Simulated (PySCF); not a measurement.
C5H6N, SMILES c1cc[nH+]cc1, charge +1. Heavy atoms are numbered as in [cH:1]1[cH:2][cH:3][nH+:4][cH:5][cH:6]1. Hydrogens are named by the atom that carries them.

Geometry: PBE0-D3(BJ)/def2-SVP. The isomer is the one that the SMILES or the coordinates give; other isomers of the formula were not compared.

These are PBE0/def2-TZVP run with PySCF values and carry that method's errors.

ESP charges are fitted to the potential on shells at 1.4 to 2.0 van der Waals radii. Atomic charges (e), one atom of each kind:

```
atom     Löwdin  ESP fit
-------  ------  -------
C1 (CH)   -0.03     0.04
C2 (CH)   -0.08    -0.14
C3 (CH)   -0.10     0.01
N4 (NH)    0.27    -0.09
H on C1    0.18     0.18
H on C2    0.18     0.20
H on C3    0.17     0.19
H on N4    0.24     0.34
```

Computed Mayer and Wiberg (Löwdin basis) orders of the bonds:
| bond | Mayer | Wiberg |
|---|---|---|
| C1–C2 | 1.43 | 1.55 |
| C2–C3 | 1.49 | 1.62 |
| C3–N4 | 1.30 | 1.57 |
| N4–C5 | 1.30 | 1.57 |
| C1–C6 | 1.43 | 1.55 |
| C5–C6 | 1.49 | 1.62 |
